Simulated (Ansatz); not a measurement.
CH6BClGeSi, 11 atoms. Total charge 0; spin multiplicity 1. Correlated methods include outer-core shells of Ge, which these sets cover unevenly. Scalar relativity is left out up to krypton. The bonds changed during the relaxation, so this is another structure than the one it started from. All runs use 4 threads of an Arm Neoverse V1 on a shared host. Correlated methods freeze the cores.

(1) How many basis functions does each run have, and how long does it take in Ansatz? RHF-CCSD(T)/def2-TZVPP energy; RKS ωB97M-V/def2-SVP energy; RKS PBE0-D4/def2-TZVP frequencies; RKS r2SCAN0-D4/def2-TZVPP energy; RKS B2PLYP (frozen core)/def2-TZVPP energy; RKS PBE-D4/def2-TZVPP energy and forces; RKS PBE0-D4/def2-QZVPP energy; direct RPA on PBE orbitals/def2-TZVPP energy; RKS PBE0-D4/def2-TZVP relaxation (6 steps); RKS ωB97M-V/def2-QZVPP energy; RKS B97M-V/def2-TZVPP energy; RKS PBE0-D4/def2-SVP energy. (Estimate.)

Results:

(1) Ansatz gave: Other jobs shared the machine, so times are rough.

| level | job | functions | wall time | peak host memory (GiB) |
| --- | --- | --- | --- | --- |
| RKS PBE0-D4/def2-SVP | energy | 126 | 2 s | 0.51 |
| RKS PBE-D4/def2-TZVPP | energy and forces | 278 | 4 s | 0.46 |
| direct RPA on PBE orbitals/def2-TZVPP | energy | 278 | 8.5 s | 0.77 |
| RKS ωB97M-V/def2-SVP | energy | 126 | 9 s | 0.51 |
| RKS r2SCAN0-D4/def2-TZVPP | energy | 278 | 9.5 s | 1 |
| RKS B2PLYP (frozen core)/def2-TZVPP | energy | 278 | 10 s | 0.88 |
| RKS B97M-V/def2-TZVPP | energy | 278 | 14 s | 0.56 |
| RKS PBE0-D4/def2-QZVPP | energy | 523 | 19 s | 2.8 |
| RKS PBE0-D4/def2-TZVP | relaxation (6 steps) | 220 | 39 s | 0.76 |
| RKS ωB97M-V/def2-QZVPP | energy | 523 | 42 s | 2.9 |
| RKS PBE0-D4/def2-TZVP | frequencies | 220 | 4 min | 0.76 |
| RHF-CCSD(T)/def2-TZVPP | energy | 278 | 6.1 min | 7.4 |
